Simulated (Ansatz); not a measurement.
Gas-phase electronic energies from Ansatz, PBE0-D4/def2-TZVP geometries. CCSD(T)/CBS adds triple-zeta CCSD(T) − MP2 to the extrapolated MP2 energy (def2 sets, frozen cores). This one scheme is used for every species. Functionals use def2-TZVPP. Triplets are unrestricted, without spin–orbit coupling. def2 core potentials past Kr. For Sn outer-core shells are correlated without core-valence functions, which leaves a few kJ/mol of doubt a bond. Each species was taken in one conformer, which may not be the lowest.

`[CH3][SnH]([NH2])[F]` → `[CH2]` (triplet) + `[NH2][SnH2][F]`  (formal loss of a carbene)

```json
{"species": "`[CH3][SnH]([NH2])[F]`", "PBE0 energy (Eh)": "-410.52999"}
{"species": "`[CH2]` (triplet)", "PBE0 energy (Eh)": "-39.11614"}
{"species": "`[NH2][SnH2][F]`", "PBE0 energy (Eh)": "-371.24035"}
```

(1) Work out ΔE.

Largest T1 diagnostic among the species: 0.013.

Answers

(1) ΔE = (-39.11614) + (-371.24035) − (-410.52999) = 0.17350 Eh = +4.72 eV. CCSD(T)/CBS gives +4.89 eV.

In def2-TZVPP, CCSD(T) changes the Hartree–Fock value by +1.47 eV (the triples alone add +0.12 eV) and MP2 by +1.65 eV. From PBE to PBE0 (25 % exact exchange), in def2-TZVPP and without D4, ΔE moves by −0.08 eV. The D4 term adds +0.10 eV with B3LYP and +0.05 eV with PBE0; it sums over pairs of atoms, weighted by their polarisabilities, and B3LYP, whose exchange is more repulsive, gets the larger term.

B3LYP here is the variant with VWN-RPA as its local correlation; programs differ in this.
